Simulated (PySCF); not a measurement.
PySCF job for H₅W, SMILES [WH5+] (connectivity only; charge and spin as stated), charge +1, multiplicity 1, B3LYP-D3(BJ)/def2-TZVPD. Geometry: B3LYP-D3(BJ)/def2-TZVPD. The multiplicity is an assumed one; other spin states were not compared. The def2 effective core potentials stand for the cores of W; spin–orbit coupling is left out.

```python
import numpy as np
from pyscf import gto, scf, dft, df
from pyscf.hessian import thermo

mol = gto.M(
    atom='''
    W     0.00000000   -0.00000000   -0.02187380
    H    -1.41867758   -0.00000000    0.86828650
    H     1.41867757   -0.00000000    0.86828650
    H    -0.00000000   -0.00000001    1.63148004
    H    -0.00000000   -1.46709115   -0.87469586
    H    -0.00000000    1.46709116   -0.87469584
    ''',
    basis='def2-TZVPD',
    ecp={'W': 'def2-tzvp'},
    charge=1,
    spin=0,
    max_memory=1600,
    verbose=3,
)
mf = dft.RKS(mol, xc='b3lyp').density_fit(auxbasis='def2-universal-jkfit')
mf.disp = 'd3bj'
mf.grids.level = 3
mf.conv_tol = 1e-11
mf.max_cycle = 100
mf.kernel()

# [left out here: the lines that compute and print the analytic Hessian (its translational invariance restored by hand, since the grid's response is missing), thermochemistry and intensities]
```

Program output:

```
converged SCF energy = -69.6933728775394

WARN: DFTD3 does not support analytical Hessian, using finite difference


WARN: Mole.unit (angstrom) is changed to Bohr

Mode                                 0                   1                   2
Irrep
Freq [cm^-1]                      282.5082            287.9235            711.3780
Reduced mass [au]                   1.0180              1.0241              1.0080
Force const [Dyne/A]                0.0479              0.0500              0.3005
Char temp [K]                     406.4664            414.2578           1023.5146
Normal mode                   x     y     z       x     y     z       x     y     z
       0   W                -0.00 -0.01  0.00    0.01 -0.00 -0.00    0.00 -0.00  0.00
       1   H                 0.00  0.64  0.00   -0.13  0.00 -0.22   -0.00 -0.51 -0.00
       2   H                 0.00  0.64 -0.00   -0.13  0.00  0.22    0.00  0.51 -0.00
       3   H                 0.00 -0.20  0.00   -0.14 -0.00  0.00   -0.00 -0.00  0.00
       4   H                 0.00  0.12 -0.21   -0.64  0.00 -0.00   -0.49  0.00 -0.00
       5   H                 0.00  0.12  0.21   -0.64  0.00  0.00    0.49  0.00  0.00
Mode                                 3                   4                   5
Irrep
Freq [cm^-1]                      941.5812            948.2846           1010.4560
Reduced mass [au]                   1.0121              1.0099              1.0190
Force const [Dyne/A]                0.5287              0.5351              0.6130
Char temp [K]                    1354.7258           1364.3704           1453.8212
Normal mode                   x     y     z       x     y     z       x     y     z
       0   W                 0.00  0.00  0.00    0.00  0.00 -0.00   -0.00 -0.00  0.01
       1   H                -0.37  0.00 -0.57    0.18  0.00  0.33   -0.10 -0.00 -0.13
       2   H                 0.37  0.00 -0.57    0.18 -0.00 -0.33    0.10 -0.00 -0.13
       3   H                -0.00 -0.00 -0.01   -0.83 -0.00  0.00    0.00  0.00  0.01
       4   H                -0.00 -0.08  0.15   -0.06  0.00 -0.00    0.00  0.36 -0.58
       5   H                -0.00  0.08  0.15   -0.06 -0.00 -0.00    0.00 -0.36 -0.58
Mode                                 6                   7                   8
Irrep
Freq [cm^-1]                     1035.0459           2056.5277           2065.6933
Reduced mass [au]                   1.0151              1.0110              1.0164
Force const [Dyne/A]                0.6407              2.5193              2.5552
Char temp [K]                    1489.2005           2958.8855           2972.0728
Normal mode                   x     y     z       x     y     z       x     y     z
       0   W                 0.00 -0.01 -0.00   -0.00 -0.00  0.00    0.00  0.01  0.00
       1   H                 0.00 -0.02  0.00    0.14 -0.00 -0.10    0.00  0.01 -0.00
       2   H                -0.00 -0.02  0.00   -0.14 -0.00 -0.10   -0.00  0.01 -0.00
       3   H                -0.00  0.82 -0.00   -0.00  0.00  0.17   -0.00 -0.02  0.00
       4   H                -0.00  0.17 -0.35    0.00 -0.57 -0.35   -0.00 -0.61 -0.35
       5   H                -0.00  0.17  0.35    0.00  0.57 -0.35   -0.00 -0.61  0.35
Mode                                 9                  10                  11
Irrep
Freq [cm^-1]                     2102.1380           2103.9783           2122.0695
Reduced mass [au]                   1.0090              1.0155              1.0159
Force const [Dyne/A]                2.6269              2.6486              2.6953
Char temp [K]                    3024.5085           3027.1563           3053.1855
Normal mode                   x     y     z       x     y     z       x     y     z
       0   W                 0.00  0.00 -0.00   -0.01  0.00 -0.00    0.00  0.00  0.01
       1   H                -0.57  0.00  0.37    0.60  0.00 -0.36    0.10  0.00 -0.06
       2   H                 0.56  0.00  0.36    0.60  0.00  0.36   -0.10  0.00 -0.06
       3   H                 0.00  0.00 -0.13   -0.03  0.00 -0.00    0.00  0.00 -0.97
       4   H                 0.00 -0.16 -0.09   -0.01 -0.00 -0.00    0.00 -0.07 -0.05
       5   H                 0.00  0.16 -0.09   -0.01  0.00 -0.00    0.00  0.07 -0.05
temperature 298.1500 [K]
pressure 101325.00 [Pa]
Rotational constants [GHz] 60.18821 51.25249 49.82917
Symmetry number 2
Zero-point energy (ZPE) 0.03569 [Eh]   93712.964 [J/mol]
                           tot       elec      trans        rot        vib
Entropy [J/mol/K]       260.369      0.000    174.111     70.750     15.508
Cv [J/mol/K]             49.384      0.000     12.472     12.472     24.440
Cp [J/mol/K]             57.698      0.000     20.786     12.472     24.440
Internal energy [J/mol]                      3718.434   3718.434  96723.639
Internal energy [Eh]   -69.65370  -69.69337
Enthalpy [J/mol]                             6197.391   3718.434  96723.639
Enthalpy [Eh]          -69.65276
Gibbs free energy [J/mol]                  -45713.907 -17375.648  92100.071
Gibbs free energy [Eh] -69.68232
mode   freq/cm-1   IR/(km/mol)
   1      282.51        32.313
   2      287.92        62.944
   3      711.38         0.000
   4      941.58        57.969
   5      948.28        81.636
   6     1010.46         0.014
   7     1035.05         3.280
   8     2056.53         9.109
   9     2065.69        13.786
  10     2102.14         0.258
  11     2103.98         5.116
  12     2122.07         0.078
max |gradient| / (hartree/bohr): 1.1744066639211457e-05
APT charges: [ 1.157  -0.0373 -0.0373  0.1016 -0.092  -0.092 ]
```

The run converged.
